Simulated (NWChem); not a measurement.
Molecule: InO, doublet; SMILES [In]=[O]

Computed with NWChem. Spin-unrestricted. Coordinates come from a PBE0/def2-SVP, spin-unrestricted optimisation. No stability test was run on the SCF state. def2 effective core potentials on In; no spin-orbit coupling.

For level PBE/def2-SVP:

```
Item                         Result
---------------------------  ------
highest occupied level (eV)   -5.64
dipole (D)                     3.58
```

Task: How do the values read with level PBE/def2-TZVPP instead?

Result: 
| Property | Value |
|---|---|
| highest occupied level (eV) | -5.78 |
| dipole (D) | 4.12 |
